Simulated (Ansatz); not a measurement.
Energy profile

The step: GaH₃ + NH₃ → GaNH₄ ([NH2][GaH2]) + H₂; bonds formed: H2–H5; dative contacts that become bonds: Ga1–N6; bonds broken: Ga1–H2, H5–N6 (atoms numbered as in the saddle structure below).

```json
{"atom": "Ga1", "x (Å)": "-0.8288", "y (Å)": "0.3033", "z (Å)": "-0.4036"}
{"atom": "H2", "x (Å)": "0.5610", "y (Å)": "-0.3358", "z (Å)": "-1.4777"}
{"atom": "H3", "x (Å)": "-0.9114", "y (Å)": "1.8348", "z (Å)": "-0.6896"}
{"atom": "H4", "x (Å)": "-1.9589", "y (Å)": "-0.7681", "z (Å)": "-0.4971"}
{"atom": "H5", "x (Å)": "0.8774", "y (Å)": "-0.3936", "z (Å)": "-0.5467"}
{"atom": "N6", "x (Å)": "0.6235", "y (Å)": "-0.1882", "z (Å)": "0.8421"}
{"atom": "H7", "x (Å)": "0.5106", "y (Å)": "-0.9920", "z (Å)": "1.4431"}
{"atom": "H8", "x (Å)": "1.1264", "y (Å)": "0.5396", "z (Å)": "1.3295"}
```

Electronic energies by CCSD(T) at an estimated basis limit (MP2 extrapolated from triple and quadruple zeta, plus CCSD(T) − MP2 in triple zeta), on PBE0-D4/def2-TZVP structures; GaNH6, closed shell; no counterpoise correction. Computed with Ansatz 0.2.0 (basis: def2-TZVPP and def2-QZVPP); correlated methods freeze the cores. Filled d shells of the heavier atoms are correlated. The def2 sets are not built for correlating such inner shells, so the correlated values are less sure here. Extrapolation: Hartree–Fock as exp(−7.88 √X), correlation as X^−2.97.

Question: Give the profile in kcal/mol, counted from the separated reactants. (Judge from chemistry; the value comes from the calculation.)

Answer: Computed:
```csv
point,kcal/mol
"separated: GaH3 (Ga1, H2, H3, H4; singlet) + NH3 (H5, N6, H7, H8; singlet)",0.00
start structure,-24.15
saddle,14.60
end structure,-10.66
"separated: GaNH4 (linked as [NH2][GaH2]; Ga1, H3, H4, N6, H7, H8; singlet) + H2 (H2, H5; singlet)",-10.02
```

The T1 diagnostic stays at or below 0.015.

The step is the kind of exchange with an N–H group that builds nitride films in atomic layer and chemical vapour deposition.

For scale, one of the runs: CCSD(T)/def2-TZVPP, 163 basis functions, launched by `ansatz run in.yaml --threads 2 --pin off --events-out ev --progress --plain --max-ram 4352MiB`. The run took 17 s on 2 CPU threads of an Intel Xeon Platinum 8488C (shared host), with 1.3 GiB of host memory at its peak.
